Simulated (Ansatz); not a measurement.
Input file for Ansatz (an electronic-structure program): R-CCSD(T)/aug-cc-pVDZ on C3H8O (a complex), monomers drawn apart or pushed together.

Ansatz 0.2 input:
```yaml
crystal:
  periodic: [false, false, false]
  atoms:
    - {symbol: H, position_ang: [-0.34819692, -0.23171982, -0.37029810]}
    - {symbol: H, position_ang: [-0.25523136, -0.43205205, 0.34241316]}
    - {symbol: C, position_ang: [0.80483053, -0.04596755, 7.16769682]}
    - {symbol: C, position_ang: [0.61523085, 0.25310690, 5.69739799]}
    - {symbol: C, position_ang: [0.67726238, 1.70886707, 5.29302446]}
    - {symbol: O, position_ang: [0.42385835, -0.62671448, 4.88985819]}
    - {symbol: H, position_ang: [1.79623694, 0.28329177, 7.48970346]}
    - {symbol: H, position_ang: [0.07746422, 0.50894192, 7.76533576]}
    - {symbol: H, position_ang: [0.69688382, -1.11252689, 7.34939535]}
    - {symbol: H, position_ang: [0.57918766, 1.80498219, 4.21463602]}
    - {symbol: H, position_ang: [-0.12486588, 2.26515560, 5.78517050]}
    - {symbol: H, position_ang: [1.61905063, 2.15480201, 5.62207289]}
basis:
  gaussian:
    orbitals: aug-cc-pVDZ
magnetization: {spin_polarized: false}
correlation: {method: ccsd_t, electrons: outside_noble_gas}
scf: {lower_state_search: off}
```

It printed:

```
WARN ansatz: RAYON_NUM_THREADS=2 ignored (pool sized by the plan → 2); use --threads N
Functional definition: HF
these checks for a lower state are left out or cut short: stability, starts, cluster_reference, orbital_swaps, neighbouring_geometries, increment
integrals: 0.55 GiB planned
1603 factors; integrals over basis functions are off by at most 9.4e-4 eV
mean field: 0.50 GiB planned
mean field evaluation 1: about -5250.8856 eV, gradient 4.0e1 eV
mean field evaluation 2: about -5250.8859 eV, gradient 4.0e1 eV
mean field evaluation 4: about -5254.9059 eV, gradient 5.4e0 eV
mean field evaluation 8: about -5255.0038 eV, gradient 4.5e-1 eV
mean field -5255.00557218 eV, -193.1178928069 hartree, gradient 2.6e-6 eV, S^2 0.000000; 0 other end points of the search recorded, 0 dependent functions left out
4 core orbitals not correlated
reference -5255.00557218 eV, -193.1178928069 hartree; 13, 13 occupied and 147, 147 virtual orbitals, 1603 factors
second order -17.78335899 eV of doubles, -0.00000000 eV of singles
coupled cluster: 1.66 GiB planned
cycle   1  -18.41169381 eV  change   -6.3e-1 eV  update   1.1e-1
cycle   2  -18.93062765 eV  change   -5.2e-1 eV  update   3.3e-2
cycle   3  -19.08125888 eV  change   -1.5e-1 eV  update   1.8e-2
cycle   4  -19.07712583 eV  change    4.1e-3 eV  update   4.4e-3
cycle   5  -19.07646336 eV  change    6.6e-4 eV  update   2.0e-3
cycle   6  -19.07694953 eV  change   -4.9e-4 eV  update   6.8e-4
cycle   7  -19.07674568 eV  change    2.0e-4 eV  update   2.6e-4
cycle   8  -19.07668190 eV  change    6.4e-5 eV  update   9.0e-5
cycle   9  -19.07670682 eV  change   -2.5e-5 eV  update   3.4e-5
cycle  10  -19.07672127 eV  change   -1.4e-5 eV  update   1.1e-5
perturbative correction -0.63535993 eV, -0.0233490468 hartree
Total energy: -5274.71765338 eV, -193.8422984298 hartree
Checks for a lower state left out: stability, starts, cluster_reference, orbital_swaps, neighbouring_geometries, increment
```

The calculation finished and met its thresholds.

Cost: around 70 core-seconds (rough).
